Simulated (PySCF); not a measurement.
C6H9FN (doublet state).
Numbering: `[NH2:1][CH:2][C@@H:3]1[C@@H:4]([F:5])[C:6]12[CH2:7][CH2:8]2` (hydrogens: H9, H10 on N1; H11 on C2; H12 on C3; H13 on C4; H14, H15 on C7; H16, H17 on C8)

Structure used (GFN2-xTB), in Å, numbered top down from 1:
```xyz
17
C6H9FN angstrom
N      2.8883    0.0014   -0.6929
C      1.5664   -0.4197   -0.5349
C      0.6358    0.3681    0.2429
C     -0.0757   -0.2044    1.4907
F     -0.2495    0.6267    2.5651
C     -0.8302    0.0653    0.2575
C     -1.8097   -0.6613   -0.5823
C     -2.0886    0.7483   -0.1166
H      3.0022    1.0058   -0.6628
H      3.3664   -0.4171   -1.4790
H      1.3775   -1.4642   -0.7063
H      0.9004    1.4171    0.3422
H      0.1289   -1.2139    1.8258
H     -1.5698   -0.8150   -1.6242
H     -2.3705   -1.4712   -0.1385
H     -2.8368    0.9008    0.6480
H     -2.0422    1.5455   -0.8447
```

The hyperfine couplings belong to this conformer and change with its torsions.

Method: UKS B3LYP, pcH-1 on C F H N, non-relativistic, mean-field spin-orbit, GIAO (PySCF 2.14.0). Geometry: GFN2-xTB, one conformer, isolated molecule. Couplings are sensitive to structure, and on GFN2-xTB geometries they can be far from those on DFT ones. No stability test was run, so a lower SCF solution isn't excluded.

The Mulliken spin populations are largest on C2 (+0.82), N1 (+0.16), C4 (+0.09) and C3 (-0.09). The positive populations add up to 1.13 and the negative ones to -0.13, together 2S = 1. The angles at C2 add up to 356.7°, so it is nearly planar; its axial dipolar tensor and the negative coupling of its proton fit spin in a p orbital normal to that plane.

(1) McConnell's relation a(H) = Q·ρ ties the coupling of a proton on a planar π carbon to the spin population of that carbon. What Q do the computed values give?

Results:

(1) 
| H | C | ρ(C) | a(H) (G) | a/ρ (G) |
| --- | --- | --- | --- | --- |
| H11 | C2 | +0.822 | -15.79 | -19.2 |

One proton gives one ratio, Q = -19.2 G, and no test of linearity. In every row coupling and population have opposite signs.

Couplings in gauss use g_iso = 2.0027.
